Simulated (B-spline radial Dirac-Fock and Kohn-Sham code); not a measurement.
**f′ and f″ of Pd, 3.898 keV to 15 keV**

The computed values come from a radial B-spline solver: the dispersion relation over Dirac-Hartree-Slater subshell photoionisation cross sections, with the Kissel-Pratt high-energy constant (isolated atom, no bound-bound lines or fine structure). The forward scattering factor is f₀ + f′ + i f″.

Edges near this range: L1 3604.0 eV, L2 3330.0 eV, L3 3173.0 eV.

```csv
hν (eV),λ (Å),f′ (e),f″ (e),tabulated f′,tabulated f″
3898,3.181,-4.761,12.823,-4.75,12.77
4000,3.100,-4.046,12.332,-4.06,12.21
4510.9,2.749,-1.930,10.242,-1.95,9.94
4748,2.611,-1.381,9.453,-1.41,9.15
5152,2.407,-0.756,8.308,-0.80,8.02
5223,2.374,-0.674,8.129,-0.72,7.85
5414.7,2.290,-0.486,7.674,-0.53,7.42
5432,2.282,-0.471,7.635,-0.51,7.38
6000,2.066,-0.118,6.500,-0.15,6.32
6403.9,1.936,0.017,5.842,-0.01,5.71
6930.3,1.789,0.107,5.127,0.08,5.01
8047.8,1.541,0.125,3.989,0.10,3.91
9081,1.365,0.045,3.246,0.02,3.19
9251.7,1.340,0.028,3.144,0.01,3.09
10850,1.143,?,?,?,?
12000,1.033,-0.301,2.001,-0.32,1.95
15000,0.8266,-0.668,1.348,-0.68,1.31
```

Task: What are f′ and f″ at 10850 eV?

Result: f′ = -0.159 and f″ = 2.387 electrons (tables: -0.18 and 2.32). By the optical theorem f″ corresponds to a photoabsorption cross section 2 rₑ λ f″ = 15400 b.

Tabulated f′: xraylib 4.2 anomalous scattering factors (Cullen et al., EPDL97); f″: Chantler's tables (J. Phys. Chem. Ref. Data 1995 and 2000). Both are theoretical tables.
